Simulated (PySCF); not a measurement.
# Carbon: a sound run and one with changed settings

Sound run: C⁺ [He] 2s2 2p1, C²⁺ [He] 2s2. Calculation: PySCF 2.14, in cc-pVDZ (3s2p1d, 14 functions); no relativity, point nucleus. In the sound run the correlated levels freeze 1s2. The sound run starts from symmetry-adapted Hartree-Fock orbitals and uses a fine grid where one is needed.

A second run was set up differently.

```json
{"species": "C⁺", "method": "UHF", "sound run (hartree)": "-37.28953", "changed run (hartree)": "-37.28953", "converged": "yes"}
{"species": "C⁺", "method": "MN15", "sound run (hartree)": "-37.38636", "changed run (hartree)": "-37.38636", "converged": "yes"}
{"species": "C⁺", "method": "PBE0", "sound run (hartree)": "-37.37621", "changed run (hartree)": "-37.37621", "converged": "yes"}
{"species": "C⁺", "method": "MP2", "sound run (hartree)": "-37.33082", "changed run (hartree)": "-37.32737", "converged": "yes"}
{"species": "C⁺", "method": "CCSD(T)", "sound run (hartree)": "-37.35689", "changed run (hartree)": "-37.35689", "converged": "yes"}
{"species": "C²⁺", "method": "UHF", "sound run (hartree)": "-36.40060", "changed run (hartree)": "-36.40060", "converged": "yes"}
{"species": "C²⁺", "method": "MN15", "sound run (hartree)": "-36.48709", "changed run (hartree)": "-36.48709", "converged": "yes"}
{"species": "C²⁺", "method": "PBE0", "sound run (hartree)": "-36.46187", "changed run (hartree)": "-36.46187", "converged": "yes"}
{"species": "C²⁺", "method": "MP2", "sound run (hartree)": "-36.44003", "changed run (hartree)": "-36.43618", "converged": "yes"}
{"species": "C²⁺", "method": "CCSD(T)", "sound run (hartree)": "-36.47258", "changed run (hartree)": "-36.47258", "converged": "yes"}
```

Ionisation energy of C⁺:

| method | sound run (eV) | changed run (eV) |
| --- | --- | --- |
| UHF | 24.189 | 24.189 |
| MN15 | 24.470 | 24.470 |
| PBE0 | 24.880 | 24.880 |
| MP2 | 24.240 | 24.251 |
| SCS-MP2 | 24.193 | 24.210 |
| CCSD | 24.046 | 24.046 |
| CCSD(T) | 24.063 | 24.063 |

What was changed?
A. too few SCF iterations
B. minimal basis
C. level shift left on
D. radial grid too coarse

C. It used initial guess minao, at most 50 SCF cycles, level shift 0.1 hartree. A level shift leaves the converged SCF energy unchanged but raises the virtual orbital energies, which shrinks MP2 if it is not removed.
